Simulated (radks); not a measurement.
All-electron atom: the technetium ion Tc27+ in [Ne] 3s2 3p4.

All-electron calculation, Dirac Kohn-Sham, LDA (Slater exchange, Perdew-Wang correlation), spin-unpolarised, spherical densities, finite nucleus; open shells are shared between the two j in proportion to 2j + 1; Fermi nuclear charge, rms radius 4.4112 fm. Program: a radial shooting solver on a logarithmic mesh with Libxc functionals.

Energy parts (hartree):
total: -3776.31375
kinetic: 3940.46795
electron-nucleus: -8304.28239
Hartree: 669.47822
exchange-correlation: -81.97754

Orbitals (lengths in bohr, moments of r in powers of bohr; r(90%) holds 90 % of the orbital's charge):
orbital     occ.  eigenvalue (hartree)      <r^4>  r(90%)  <1/r>
1s1/2          2             -813.1755  6.539e-06  0.0615  44.66
2s1/2          2             -155.5123   0.001128   0.228  10.30
2p1/2          2             -147.5182  0.0007383   0.205  10.26
2p3/2          4             -143.0922  0.0008266   0.211  9.755
3s1/2          2             -57.16247    0.03513   0.536  4.038
3p1/2    1.33333             -54.33109    0.03189   0.525  3.978
3p3/2    2.66667             -53.30781    0.03431   0.535  3.851
3d3/2          0             -49.02518    0.02315   0.488  3.723
3d5/2          0             -48.79515    0.02366   0.490  3.690
4s1/2          0             -29.08991     0.4280   0.992  2.098

The highest occupied level is 3p3/2 at -1450.6 eV. Summed over all electrons, <r^2> = 1.079 bohr^2, which gives a Langevin (diamagnetic) susceptibility term of -0.854 x 10^-6 cm^3/mol. For comparison, the ionisation energy in NIST's Atomic Spectra Database is 1480 eV (semi-empirical). In exact Kohn-Sham theory the highest level is minus the ionisation energy, but local and semilocal functionals leave it too shallow, through self-interaction and a potential that decays too fast; potentials with the right tail come closer. The density falls to 0.001 e/bohr^3 at r = 1.01 bohr.

Beside tabulated values, note that spin-unpolarised runs miss the spin-polarisation part of the exchange energy of open shells.
